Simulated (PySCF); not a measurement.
Problem. What does the PBE0-D3(BJ)/def2-SVP structure of 2-chloropyridine, `Clc1ccccn1` look like in three dimensions?

Solution. 
```
atom  x, y, z in Å
Cl1    4.1273   -2.3821   -0.8084
C2     2.6042   -1.5489   -0.7414
C3     2.6108   -0.1511   -0.6853
C4     1.3785    0.4885   -0.6335
C5     0.2128   -0.2780   -0.6394
C6     0.3395   -1.6629   -0.6976
N7     1.5163   -2.2864   -0.7480
H8     3.5526    0.3984   -0.6833
H9     1.3297    1.5792   -0.5890
H10   -0.7737    0.1874   -0.5999
H11   -0.5485   -2.3045   -0.7043
```

Any rigid rotation of these coordinates is as good. Atoms count from 1 in this order. N7 (pyridine-type nitrogen) is bent (angle 117.9°). The 7 heavy atoms lie in one plane (0.000 Å rms). The 6-membered ring C2–C3–C4–C5–C6–N7 has internal angles of 117.2° to 124.4°; it is planar, 0.00 Å rms from its mean plane, widest ring torsion 0°.

Bonds between heavy atoms (Å): Cl1–C2 1.737, C2–C3 1.399, C3–C4 1.389, C4–C5 1.395, C5–C6 1.392, C6–N7 1.333, C2–N7 1.314.

Method used: PySCF, PBE0-D3(BJ)/def2-SVP geometry optimisation, gas phase.

Point group: Cs (every atom within 0.08 Å of its image). Not checked by PBE0-D3(BJ)/def2-SVP frequencies.
